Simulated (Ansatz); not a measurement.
`C[C@@H]1CCCC[C@@H]1C` → `CC1CCCCC1` + `[CH2]` (triplet)  (formal loss of a carbene)

Gas-phase electronic energies from Ansatz, PBE0-D4/def2-TZVP geometries. CBS: MP2 limit from def2 TZ/QZ plus the TZ coupled-cluster correction, frozen cores. This one scheme is used for every species. Functionals use def2-TZVPP. B3LYP here is the variant with VWN-RPA as its local correlation; programs differ in this. Triplets are unrestricted, without spin–orbit coupling.

| level | ΔE (kcal/mol) | difference from CCSD(T)/CBS |
| --- | --- | --- |
| PBE0-D4 | 102.4 | -1.3 |
| B3LYP-D4 | 101.1 | -2.6 |
| ωB97X-V | 105.8 | 2.1 |
| PBE | 101.5 | -2.2 |
| r2SCAN | 96.6 | -7.1 |
| PBE0 | 100.0 | -3.7 |
| CCSD(T)/def2-TZVPP | 101.2 | -2.5 |
| HF/CBS(def2) | 65.4 | -38.3 |
| MP2/CBS(def2) | 107.2 | 3.5 |
| CCSD/CBS(def2) | 100.6 | -3.1 |
| CCSD(T)/CBS | 103.7 | 0 |

Largest T1 diagnostic among the species: 0.011.

The D4 term adds +4.3 kcal/mol with B3LYP and +2.4 kcal/mol with PBE0; it sums over pairs of atoms, weighted by their polarisabilities, and B3LYP, whose exchange is more repulsive, gets the larger term. From PBE to PBE0 (25 % exact exchange), in def2-TZVPP and without D4, ΔE moves by −1.5 kcal/mol. In def2-TZVPP, CCSD(T) changes the Hartree–Fock value by +35.8 kcal/mol (the triples alone add +3.1 kcal/mol) and MP2 by +39.3 kcal/mol.
